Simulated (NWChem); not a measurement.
The numbers come from NWChem runs, not from measurements. System: H$_{7}$Si$_{3}$, charge 0, spin multiplicity 2, at a geometry optimised with UB3LYP/def2-SVP. The structure started from a generated list of species. Its SCF solution wasn't tested for a lower state. Level: G0W0@UPBE/def2-TZVP, RI basis def2-tzvp-rifit.

Job file:

```
start mol
memory heap 200 mb stack 700 mb global 1700 mb
geometry units angstroms nocenter noautoz
  Si    -0.360068     0.033518    -2.008169
  Si     0.840247    -0.142450     0.000000
  Si    -0.360068     0.033518     2.008169
  H     -0.883291     1.416865    -2.236401
  H     -1.518543    -0.907077    -1.967153
  H      0.520966    -0.330801    -3.157130
  H      2.080187     0.697833     0.000000
  H     -0.883291     1.416865     2.236401
  H      0.520966    -0.330801     3.157130
  H     -1.518543    -0.907077     1.967153
  symmetry group Cs
end
basis spherical
  * library def2-tzvp
end
basis "ri basis" bse spherical
  * library def2-tzvp-rifit
end
dft
  xc xpbe96 cpbe96
  odft
  mult 2
  iterations 100
  direct
  tolerances tight
end
task dft energy
gw
  method cdgw
  states alpha occ 4 vir 2
  states beta occ 4 vir 2
end
task dft gw
```

Output (cleaned and shortened):

```
             Northwest Computational Chemistry Package (NWChem) 7.3.0
             --------------------------------------------------------

                                NWChem Input Module
                                -------------------

 Scaling coordinates for geometry "geometry" by  1.889725989
 (inverse scale =  0.529177249)

 Turning off AUTOSYM since
 SYMMETRY directive was detected!

                             Geometry "geometry" -> ""
                             -------------------------

 Output coordinates in angstroms (scale by  1.889725989 to convert to a.u.)

  No.       Tag          Charge          X              Y              Z
 ---- ---------------- ---------- -------------- -------------- --------------
    1 Si                  14.0000    -0.36006800     0.03351800    -2.00816900
    2 Si                  14.0000     0.84024700    -0.14245000     0.00000000
    3 Si                  14.0000    -0.36006800     0.03351800     2.00816900
    4 H                    1.0000    -0.88329100     1.41686500    -2.23640100
    5 H                    1.0000    -1.51854300    -0.90707700    -1.96715300
    6 H                    1.0000     0.52096600    -0.33080100    -3.15713000
    7 H                    1.0000     2.08018700     0.69783300     0.00000000
    8 H                    1.0000    -0.88329100     1.41686500     2.23640100
    9 H                    1.0000     0.52096600    -0.33080100     3.15713000
   10 H                    1.0000    -1.51854300    -0.90707700     1.96715300

 Effective nuclear repulsion energy (a.u.)     180.1127128241

            Nuclear Dipole moment (a.u.)
            ----------------------------
        X                 Y               Z
 ---------------- ---------------- ----------------
     0.0000094486     0.0000207870    -0.0000000000

      Symmetry information
      --------------------

 Group name             Cs
 Group number              2
 Group order               2
 No. of unique centers     6

      Symmetry unique atoms

     1    2    4    5    6    7


 Summary of "ao basis" -> "" (spherical)
 ------------------------------------------------------------------------------
       Tag                 Description            Shells   Functions and Types
 ---------------- ------------------------------  ------  ---------------------
 *                         def2-tzvp                  on all atoms

 new library libraries.bse/

 Summary of "ri basis" -> "" (spherical)
 ------------------------------------------------------------------------------
       Tag                 Description            Shells   Functions and Types
 ---------------- ------------------------------  ------  ---------------------
 *                      def2-tzvp-rifit               on all atoms

  pbe96 is a nonlocal functional; adding pw91lda local functional.

                                 NWChem DFT Module
                                 -----------------

 Summary of "ao basis" -> "ao basis" (spherical)
 ------------------------------------------------------------------------------
       Tag                 Description            Shells   Functions and Types
 ---------------- ------------------------------  ------  ---------------------
 Si                        def2-tzvp                13       37   5s5p2d1f
 H                         def2-tzvp                 4        6   3s1p

 Summary of "ao basis" -> "ao basis" (spherical)
 ------------------------------------------------------------------------------
       Tag                 Description            Shells   Functions and Types
 ---------------- ------------------------------  ------  ---------------------
 Si                        def2-tzvp                13       37   5s5p2d1f
 H                         def2-tzvp                 4        6   3s1p

      Symmetry analysis of basis
      --------------------------

        a'         85
        a"         68

            General Information
            -------------------
          SCF calculation type: DFT
          Wavefunction type:  spin polarized.
          No. of atoms     :    10
          No. of electrons :    49
           Alpha electrons :    25
            Beta electrons :    24
          Charge           :     0
          Spin multiplicity:     2
          Use of symmetry is: on ; symmetry adaption is: on
          Maximum number of iterations: 100
          This is a Direct SCF calculation.
          AO basis - number of functions:   153
                     number of shells:    67
          Convergence on energy requested:  1.00D-06
          Convergence on density requested:  1.00D-05
          Convergence on gradient requested:  5.00D-04

              XC Information
              --------------
          PerdewBurkeErnzerhof Exchange Functional  1.000
            Perdew 1991 LDA Correlation Functional  1.000 local
           PerdewBurkeErnz. Correlation Functional  1.000 non-local

             Grid Information
             ----------------
          Grid used for XC integration:  medium
          Radial quadrature: Mura-Knowles
          Angular quadrature: Lebedev.
          Tag              B.-S. Rad. Rad. Pts. Rad. Cut. Ang. Pts.
          ---              ---------- --------- --------- ---------
          Si                  1.10       88          13.0       590
          H                   0.35       45          14.0       434
          Grid pruning is: on
          Number of quadrature shells:   356
          Spatial weights used:  Erf1

          Convergence Information
          -----------------------
          Convergence aids based upon iterative change in
[...]
    89      0.112948   3 Si px               20     -0.104818   1 Si pz
    94     -0.104818   3 Si pz               57      0.102470   2 Si pz

 Vector   25  Occ=0.000000D+00  E=-1.370015D-01  Symmetry=a'
              MO Center=  6.5D-01, -2.0D-01,  8.4D-14, r^2= 3.6D+00
   Bfn.  Coefficient  Atom+Function         Bfn.  Coefficient  Atom+Function
  ----- ------------  ---------------      ----- ------------  ---------------
    53      0.361168   2 Si py               56      0.341243   2 Si py
    42     -0.260482   2 Si s                41     -0.170895   2 Si s
   114     -0.160500   4 H  s               138     -0.160500   8 H  s
    52     -0.144473   2 Si px               44     -0.138647   2 Si py
    50      0.138521   2 Si py               55     -0.131930   2 Si px

 Vector   26  Occ=0.000000D+00  E=-3.798923D-02  Symmetry=a'
              MO Center=  3.5D-02,  3.6D-02,  3.2D-13, r^2= 6.6D+00
   Bfn.  Coefficient  Atom+Function         Bfn.  Coefficient  Atom+Function
  ----- ------------  ---------------      ----- ------------  ---------------
    42      0.612490   2 Si s                18     -0.525068   1 Si px
    92     -0.525068   3 Si px              126      0.520620   6 H  s
   144      0.520620   9 H  s                 5     -0.472647   1 Si s
    79     -0.472647   3 Si s                55     -0.304937   2 Si px
   120     -0.216898   5 H  s               150     -0.216898  10 H  s

 Vector   27  Occ=0.000000D+00  E=-1.712265D-02  Symmetry=a'
              MO Center= -2.1D-02,  3.4D-02,  1.3D-12, r^2= 8.1D+00
   Bfn.  Coefficient  Atom+Function         Bfn.  Coefficient  Atom+Function
  ----- ------------  ---------------      ----- ------------  ---------------
    42      1.896716   2 Si s                20     -0.811346   1 Si pz
    94      0.811346   3 Si pz              132     -0.624492   7 H  s
     5     -0.413704   1 Si s                79     -0.413704   3 Si s
    55     -0.326936   2 Si px               56      0.310358   2 Si py
   126     -0.306889   6 H  s               144     -0.306889   9 H  s

   alpha - beta orbital overlaps
   -----------------------------

   alpha      1      2      3      4      5      6      7      8      9     10
    beta      1      2      3      4      5      6      7      8      9     10
 overlap   1.000  1.000  1.000  1.000  1.000  1.000  0.865  0.998  0.865  0.998

   alpha     11     12     13     14     15     16     17     18     19     20
    beta     11     12     15     14     13     16     17     18     19     20
 overlap   0.996  0.709  0.717  0.708  0.716  0.995  1.000  0.994  0.984  0.985

   alpha     21     22     23     24     25     26     27     28     29     30
    beta     21     22     23     24     25     26     27     28     29     30
 overlap   0.755  0.755  0.996  0.999  0.990  0.992  0.979  0.894  0.892  0.894

   alpha     31     32     33     34     35     36     37     38     39     40
    beta     31     32     33     34     36     35     37     38     39     40
 overlap   0.910  0.999  0.994  0.999  0.965  0.992  0.957  0.990  0.918  0.943

   alpha     41     42     43     44     45     46     47     48     49     50
    beta     41     43     42     44     46     45     47     48     49     50
 overlap   0.999  0.949  0.993  0.869  0.884  0.996  0.998  0.984  0.976  0.999

   alpha     51     52     53     54     55     56     57     58     59     60
    beta     51     53     52     54     55     56     57     58     59     60
 overlap   0.987  0.945  0.998  0.941  0.996  0.988  0.993  0.999  0.992  0.997

   alpha     61     62     63     64     65     66     67     68     69     70
    beta     61     62     63     64     66     65     67     68     69     72
 overlap   0.994  0.995  0.997  0.999  0.993  1.000  0.999  0.999  0.981  0.810

   alpha     71     72     73     74     75     76     77     78     79     80
    beta     70     71     74     73     75     76     77     78     79     80
 overlap   0.793  0.935  0.984  0.946  0.952  0.992  0.981  0.994  0.986  0.994

   alpha     81     82     83     84     85     86     87     88     89     90
    beta     81     82     83     84     87     86     85     88     89     90
 overlap   0.967  0.884  0.982  0.858  0.910  0.930  0.946  0.993  0.976  0.996

   alpha     91     92     93     94     95     96     97     98     99    100
    beta     91     92     93     94     95     97     96     98     99    100
 overlap   0.937  0.926  0.965  0.952  0.956  0.782  0.982  0.799  0.985  0.988

   alpha    101    102    103    104    105    106    107    108    109    110
    beta    101    102    103    104    105    106    107    108    109    110
 overlap   0.994  0.994  0.996  0.997  0.992  0.991  0.977  0.989  0.981  0.996

   alpha    111    112    113    114    115    116    117    118    119    120
    beta    111    112    113    114    115    116    117    118    119    120
 overlap   0.996  0.999  0.999  0.996  0.997  0.997  0.993  0.996  0.996  0.996

   alpha    121    122    123    124    125    126    127    128    129    130
    beta    121    122    123    124    125    126    127    128    129    130
 overlap   0.996  0.996  1.000  1.000  0.998  1.000  0.998  1.000  0.998  0.999

   alpha    131    132    133    134    135    136    137    138    139    140
    beta    131    132    133    134    135    136    137    138    139    140
 overlap   0.998  0.998  0.998  1.000  1.000  1.000  1.000  1.000  0.998  0.997

   alpha    141    142    143    144    145    146    147    148    149    150
    beta    141    142    143    144    145    146    147    148    149    150
 overlap   1.000  0.997  1.000  1.000  0.997  0.997  0.997  1.000  1.000  1.000

   alpha    151    152    153
    beta    151    152    153
 overlap   1.000  1.000  1.000

     --------------------------
     Expectation value of S2:
     --------------------------
      <S2> =      0.7543 (Exact =     0.7500)

 center of mass
 --------------
 x =   0.03459432 y =  -0.02172042 z =   0.00000000

 moments of inertia (a.u.)
 ------------------
         966.524389995815           9.411006133226           0.000000000000
           9.411006133226        1077.477221013946           0.000000000000
           0.000000000000           0.000000000000         161.196180514035

     Multipole analysis of the density
     ---------------------------------

     L   x y z        total         alpha         beta         nuclear
     -   - - -        -----         -----         ----         -------
     0   0 0 0      0.000000    -25.000000    -24.000000     49.000000

     1   1 0 0      0.006366     -0.738057      0.744413      0.000009
     1   0 1 0      0.012218      0.291357     -0.279159      0.000021
     1   0 0 1     -0.000000     -0.000000     -0.000000     -0.000000

     2   2 0 0    -33.768261    -63.259667    -58.202229     87.693634
     2   1 1 0      0.079403      2.611232     -0.193438     -2.338391
     2   1 0 1     -0.000000     -0.000000      0.000000     -0.000000
     2   0 2 0    -33.855624    -31.386637    -26.330712     23.861725
     2   0 1 1     -0.000000      0.000000     -0.000000      0.000000
     2   0 0 2    -34.001519   -287.452884   -284.329840    537.781205

 Task  times  cpu:       28.6s     wall:       28.6s

                                NWChem Input Module
                                -------------------

                                 NWChem GW Module
                                 ----------------

                             ***********************
                             ***        GW       ***
                             ***********************

 Summary of "ri basis" -> "ri basis" (spherical)
 ------------------------------------------------------------------------------
       Tag                 Description            Shells   Functions and Types
 ---------------- ------------------------------  ------  ---------------------
 Si                     def2-tzvp-rifit             29      113   9s7p6d5f2g
 H                      def2-tzvp-rifit              7       15   4s2p1d

                 Memory Information
                 ------------------
          Available GA per process is          1699.6 MBs
          Available stack per process is        700.0 MBs
          Available heap per process is           0.1 MBs

          Peak memory in Initialization
              Peak GA per process is                 29.1 MBs
              Peak stack per process is               0.3 MBs
              Peak heap per process is               29.6 MBs
              Memory not in MA per process            0.0 MBs

          Peak memory in CDGW Calculation
              Peak GA per process is                 32.2 MBs
              Peak stack per process is               3.0 MBs
              Peak heap per process is                4.6 MBs
              Memory not in MA per process            0.0 MBs

          Computing 2-center integrals
          Computing Inverse Cholesky factor
          Computing 3-center integrals
          Computing Vxc

          Computing Sigma_x
          Computing W(iw) on the imaginary grid
          Solving quasiparticle equations

                  Alpha Orbitals
          State     Energy (eV)     Error (eV)
          -----------------------------------
@GW        22        -11.475           0.002
@GW        23        -10.650           0.002
@GW        24         -9.644           0.003
@GW        25         -7.501           0.002
@GW        26          1.213           0.002
@GW        27          1.682           0.005

                   Beta Orbitals
          State     Energy (eV)     Error (eV)
          -----------------------------------
@GW        21        -11.467           0.002
@GW        22        -11.319           0.002
@GW        23        -10.452           0.002
@GW        24         -9.438           0.002
@GW        25         -1.567           0.002
@GW        26          1.354           0.005

     GW Timing Statistics
   ------------------------
   Init.   :          0.1s
     ERIs  :          3.5s
     Distr.:          0.1s
     Vxc   :          1.5s
   Vmo     :          0.0s
   iW      :         10.8s
   I_n     :          0.0s
   R_n     :          7.1s
   GW total:         23.2s

 Task  times  cpu:       23.2s     wall:       23.2s

 Total times  cpu:       51.8s     wall:       51.8s
```
